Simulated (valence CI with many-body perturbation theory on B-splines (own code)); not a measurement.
## Run record, W53+

Computed by valence CI with perturbative core correlation (CI+MBPT): three valence electrons over a frozen Dirac-Fock core [Ar], a basis of 9 s, 9 p, 10 d, 8 f, 5 g, 3 h, 1 i functions for each j, with the one-electron correlation potential Σ1 (screened to all orders), the two-electron term Σ2, the three-electron term Σ3, Breit, model QED; selected single and double excitations, second order for the rest (own B-spline code, finite nucleus).

Command, and the settings that its task file holds:

```sh
python run_cv.py task.json out
```

```
atom W  Z=74  mass_number=184  rms_radius_fm=5.3658
core [Ar]
valence 3d3
avg = 1
basis = L
breit = 1
cap = 40000
capref = 1200
cscale = 1
de = 0.0
dress = 0
eps = 2e-08
h = 0.27
hh = 1
l2 = 3
lcore = 6
maxit = 60
n2 = 5
natural = 1
nlev = 60
nno = [6, 6, 7, 6, 4, 3, 1]
nroot = 26
nsp = [3, 3, 3, 2, 1, 0, 0]
pt2 = 1
qed = 1
rpa = 1
s1 = 1
s2 = 1
s3 = 1
screen = 1
tol = 2e-05
```

It took 35 s on 1 thread of Arm Neoverse V2, with other jobs on the host.

Log. The first blocks belong to the next ion, which gives the ionisation energy. Fields: 2J, parity (1 odd), roots, reference size, generating configurations, candidates as configurations/state functions, variational space P, stored matrix elements, Davidson steps; e2 is the range of second-order energies in hartree. The first line gives the box (bohr), its intervals, the orbitals and the steps of their self-consistent field. Window is the range of levels sought, series limit the energy at which the first omitted orbital would enter, core excitation an estimate of the first excitation out of the core, left out the lowest levels not solved, and shifts from estimates the range by which levels moved from their first estimate, all in cm⁻¹.

```
rmax 2.1 intervals 56 orbitals 81 references ['3d3', '3d2 4s', '3d2 4p'] scf 2 t 0.8
2J=4 par=0 roots 2 ref 45 generators 2 cand 1139/1139 P 872/872 nnz 0 it 0
2J=4 par=0 roots 2 ref 45 generators 3 cand 312/312 P 1035/1035 nnz 0 it 0
   second order: generators 4 cand 149/149 e2 -0.00000 -0.00000
2J=0 par=0 roots 2 ref 17 generators 2 cand 344/344 P 350/350 nnz 0 it 0
2J=0 par=0 roots 2 ref 17 generators 2 cand 11/11 P 359/359 nnz 0 it 0
   second order: generators 2 cand 2/2 e2 -0.00000 -0.00000
2J=6 par=0 roots 2 ref 37 generators 2 cand 1146/1146 P 749/749 nnz 0 it 0
2J=6 par=0 roots 2 ref 37 generators 3 cand 434/434 P 923/923 nnz 0 it 0
   second order: generators 5 cand 260/260 e2 -0.00000 -0.00000
reference levels 673, estimated 19, window 1870374 1/cm; series limit 31374361, core excitation 2337967
2J=3 par=0 roots 5 ref 71 generators 4 cand 2153/4992 P 2018/5280 nnz 7.4e+06 it 5
2J=3 par=0 roots 5 ref 71 generators 4 cand 1051/2282 P 2472/6405 nnz 1.1e+07 it 5
   second order: generators 5 cand 2124/5120 e2 -0.00000 -0.00000
2J=5 par=0 roots 5 ref 79 generators 3 cand 2493/6858 P 2011/6235 nnz 1e+07 it 5
2J=5 par=0 roots 5 ref 79 generators 3 cand 1226/3202 P 2559/7797 nnz 1.6e+07 it 5
   second order: generators 5 cand 3756/10557 e2 -0.00001 -0.00000
2J=9 par=0 roots 3 ref 49 generators 3 cand 2123/6110 P 1706/5367 nnz 8.1e+06 it 4
2J=9 par=0 roots 3 ref 49 generators 3 cand 1236/3292 P 2189/6839 nnz 1.3e+07 it 4
   second order: generators 3 cand 753/1820 e2 -0.00001 -0.00000
2J=7 par=0 roots 3 ref 66 generators 2 cand 2436/7109 P 1855/5888 nnz 9.3e+06 it 4
2J=7 par=0 roots 3 ref 66 generators 2 cand 1337/3787 P 2425/7663 nnz 1.6e+07 it 4
   second order: generators 2 cand 767/2012 e2 -0.00001 -0.00000
2J=1 par=0 roots 2 ref 43 generators 2 cand 1292/2042 P 1723/2802 nnz 2.1e+06 it 4
2J=1 par=0 roots 2 ref 43 generators 2 cand 903/1414 P 2092/3436 nnz 3.2e+06 it 4
   second order: generators 2 cand 534/780 e2 -0.00000 -0.00000
2J=11 par=0 roots 1 ref 25 generators 1 cand 1617/4345 P 1260/3673 nnz 4.1e+06 it 4
2J=11 par=0 roots 1 ref 25 generators 1 cand 1248/3195 P 1638/4721 nnz 6.5e+06 it 4
   second order: generators 1 cand 870/2147 e2 -0.00001 -0.00001
left out: unestimated 16221904, estimated none, shifts from estimates -6 to 11
operators 1.3
```

The Davidson iterations converged.

No measured spectrum was set against this ion. As an estimate, large intervals hold to a few tenths of a per cent, small ones and those within an open d or f shell to about a per cent. The list stops below the first excitations out of the core. Only levels of the ground parity were solved; by the run's estimate the other parity begins above the list, which can be wrong where configurations are misplaced.

```yaml
Valence_energy: -573.4477 hartree
Ionisation_energy: "5056.6 eV (NIST: 5063 ± 4 eV (semi-empirical))"
Reference_configurations_for_the_orbitals: 3d3, 3d2 4s, 3d2 4p
Radial_orbitals: 81
Box_radius: 2.122 bohr
Largest_variational_space: 7797
Lowest_levels: (3d3/2^3) J=3/2 0, (3d3/2^2 3d5/2) J=5/2 [a] 529230, (3d3/2^2 3d5/2) J=3/2 580150, (3d3/2^2 3d5/2) J=9/2 609490, (3d3/2^2 3d5/2) J=7/2 610470, (3d3/2^2 3d5/2) J=1/2 623370, (3d3/2^2 3d5/2) J=5/2 [b] 812170, (3d3/2 3d5/2^2) J=7/2 [a] 1128700, (3d3/2 3d5/2^2) J=9/2 1165700, (3d3/2 3d5/2^2) J=3/2 [a] 1208200, (3d3/2 3d5/2^2) J=1/2 1231900, (3d3/2 3d5/2^2) J=11/2 1242300, (3d3/2 3d5/2^2) J=5/2 [a] 1244700, (3d3/2 3d5/2^2) J=5/2 [b] 1315500 cm⁻¹
```

Levels are named by their leading jj configuration (3d3/2^4 stands for four electrons in 3d with j = 3/2), which in mixed levels can hold well under half, so a name can repeat and another be missing. Letters in brackets count levels of one name in rising energy.
